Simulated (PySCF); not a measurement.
Variants of one PySCF input: ClSn2⁺

Base input, run as `OMP_NUM_THREADS=1 python input.py` with PySCF 2.14:

```python
from pyscf import gto, dft
from pyscf.geomopt.geometric_solver import optimize

mol = gto.M(
    atom='Cl 0 0 -1.8156; Sn 1.5124 0 0.2649; Sn -1.5124 0 0.2649',
    basis='lanl2dz',
    ecp={'Cl': 'lanl2dz', 'Sn': 'lanl2dz'},
    charge=1,
    spin=0,
    verbose=4,
)
mf = dft.RKS(mol, xc='lc_wpbe')
mf.kernel()
g = mf.nuc_grad_method()
g.grid_response = True
mol_eq = optimize(g.as_scanner(), maxsteps=30)
print('optimised geometry (angstrom)')
print(mol_eq.tostring('raw'))
print('orbital energies (hartree):', mf.mo_energy[..., max(0, mol.nelec[1]-3):mol.nelec[0]+3].round(4))
```

Base result: E(SCF) = -21.482583 Eh, 10 cycles. The last line lists the levels of the start geometry.

Hardware: Arm Neoverse N1, 1 thread, shared host. Wall time 12 s, peak memory 0.25 GiB.

Each row names what differs from the base; energies in brackets are changes from the base.

| change | result | wall time (s) |
| --- | --- | --- |
| density fitting: none → auto | E(SCF) = -21.483996 Eh (-0.0384 eV), 10 cycles | 11 |
| functional: lc_wpbe → pbe | E(SCF) = -21.482055 Eh, 10 cycles | 10 |
| spin (2S): 0 → 2; SCF type: RKS → UKS [a high spin state] | E(SCF) = -21.471919 Eh (+0.2902 eV), 11 cycles, ⟨S²⟩ = 2.020 | 21 |
| geometry: coordinates × 1 → coordinates × 0.8 | E(SCF) = -21.260632 Eh (+6.0396 eV), 9 cycles | 20 |
| density fitting: none → def2-universal-jkfit [unsound on purpose] | E(SCF) = -21.482587 Eh (-0.0001 eV), 10 cycles | 14 |
| functional: lc_wpbe → mn15 | E(SCF) = -21.354096 Eh, 10 cycles | 14 |
| level shift (hartree): none → -0.2 [unsound on purpose] | the SCF does not converge, then it stops with RuntimeError (Nuclear gradients of <pyscf.scf.hf.RKS_Scanner object> not converged) after the SCF | 17 |
| step after the SCF: optimize → mp2; SCF type: RKS → RHF; functional: lc_wpbe → none (Hartree–Fock); frozen orbitals: default → 0 | E(SCF) = -21.002649 Eh, 10 cycles, E(MP2) − E(SCF) = -0.08900 Eh | 1.3 |
| SCF type: RKS → UKS | E(SCF) = -21.482583 Eh (+0.0000 eV), 10 cycles | 18 |
| functional: lc_wpbe → pbe1 [unsound on purpose] | stops with KeyError ("LibXCFunctional: name 'PBE1' not found.") | 1.3 |
| integration grid: default → 2 | E(SCF) = -21.482569 Eh (+0.0004 eV), 10 cycles | 8.5 |

Problem. Order these changes by how far they move the SCF energy from the base, largest first: (1) SCF type: RKS → UKS; (2) density fitting: none → auto; (3) geometry: coordinates × 1 → coordinates × 0.8; (4) integration grid: default → 2.

Solution. (3) +6.0396 eV, (2) -0.0384 eV, (4) +0.0004 eV, (1) +0.0000 eV.
